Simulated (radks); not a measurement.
Neutral dysprosium inside a hard spherical wall (all orbitals vanish at R), configuration held at [Xe] 4f10 6s2 and not refilled when levels cross. Method: scalar-relativistic Kohn-Sham, LDA (Slater exchange, VWN5 correlation), spin-unpolarised, spherical densities, point nucleus; computed with a radial shooting solver on a logarithmic mesh with Libxc functionals. Eigenvalues in eV, with the zero of energy where the potential of the charges vanishes at infinity; a dash marks a level that is unbound or too diffuse for the functional's potential to be trusted. A positive occupied level is held by the wall or, in an anion where self-interaction has pushed it up, behind a barrier. The pressure on the wall is -dE/dV.

R (bohr),E (hartree),kinetic (hartree),e(5s),e(5p),e(6s),e(4f),"e(5d, empty)","e(6p, empty)",pressure (GPa)
free,-12149.3828,13105.592,-49.075,-25.483,-3.895,-3.328,-1.335,-1.207,0
20,-12149.3828,13105.592,-49.075,-25.483,-3.895,-3.328,-1.335,-1.206,< 0.0001
15,-12149.3828,13105.592,-49.073,-25.482,-3.893,-3.326,-1.333,-1.192,0.000146
10,-12149.3806,13105.612,-48.927,-25.337,-3.775,-3.184,-1.184,-0.863,0.0519
7,-12149.3426,13105.827,-47.879,-24.313,-2.686,-2.150,-0.130,1.146,1.82
6,-12149.2786,13106.111,-46.886,-23.357,-1.313,-1.153,0.954,3.396,6.52
5,-12149.1022,13106.807,-45.126,-21.688,1.881,0.675,3.073,8.288,27.1
4,-12148.5347,13108.961,-41.548,-18.300,10.531,4.630,7.874,20.486,150
3.5,-12147.7757,13111.847,-38.051,-14.853,20.596,8.725,12.904,33.685,417
2.5,-12141.6428,13133.905,-19.377,5.722,83.731,30.957,41.886,108.50,5270
1.5,-12080.1337,13322.380,110.71,157.18,485.42,137.29,229.25,539.10,195000
